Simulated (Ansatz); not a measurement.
Reaction (SMILES): F[S] (F-S) → F atom + S atom
B3LYP-D3(BJ)/def2-TZVP geometries, fixed; electronic energies without zero-point terms.
Largest species:
```xyz
2

S      0.0000     0.0000    -0.5793
F      0.0000     0.0000     1.0299
```
Charge 0, spin multiplicity 2.

Basis-set convergence of the atomisation energy at B3LYP with Ansatz (a first-principles code). All functions are spherical. The program fits the integrals of some runs and decomposes those of others, by size. Open shells are unrestricted. No added dispersion term, no relativity. Functions are those of the species that has most. Reference: the value in aug-cc-pV(5+d)Z, 86.05 kcal/mol, itself unsure by roughly 0.07 kcal/mol (its mean distance from pcseg-4, aug-pcseg-3, aug-cc-pV(Q+d)Z).

| basis | functions | atomisation energy (kcal/mol) |
|---|---|---|
| STO-3G | 14 | 85.87 |
| 6-31G | 22 | 54.79 |
| pcseg-0 | 22 | ___ |
| pcseg-1 | 32 | ___ |
| cc-pV(D+d)Z | 37 | 79.32 |
| aug-pcseg-1 | 50 | 78.97 |
| aug-cc-pV(D+d)Z | 55 | ___ |
| 6-311++G(2d,2p) | 62 | 80.80 |
| def2-TZVP | 68 | 84.86 |
| jun-cc-pV(T+d)Z | 87 | ___ |
| cc-pV(Q+d)Z | 119 | 85.88 |
| def2-QZVPP | 127 | 85.70 |
| def2-QZVPPD | 145 | 85.76 |

Problem. Fill in the missing entries.

Solution. 
- pcseg-0, atomisation energy (kcal/mol): 59.70
- pcseg-1, atomisation energy (kcal/mol): 76.73
- aug-cc-pV(D+d)Z, atomisation energy (kcal/mol): 82.07
- jun-cc-pV(T+d)Z, atomisation energy (kcal/mol): 85.07
